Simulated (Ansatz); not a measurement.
Ansatz results at the PBE0-D4/def2-TZVP geometry: LUMO energy (PBE/def2-TZVPP) -2.85 eV; HOMO–LUMO gap (PBE0/def2-TZVPP) 5.30 eV; size of the dipole moment (B3LYP/def2-TZVPP) 2.06 D.

Each molecule was computed in one conformer, which needn't be the lowest.

**Question.** Which molecule gave them?
A. `O=C[SiH]([SiH3])[SiH3]`
B. `C=C(O)OCF`
C. `C[C]1([SiH3])[AlH][S]1`
D. `NB(F)[SeH]`

**Answer.** A. The others give `C=C(O)OCF`: 0.22, 7.85, 0.54; `C[C]1([SiH3])[AlH][S]1`: -2.22, 5.13, 2.48; `NB(F)[SeH]`: -0.68, 7.18, 2.01.

B3LYP here is the variant with VWN-RPA as its local correlation; programs differ in this.
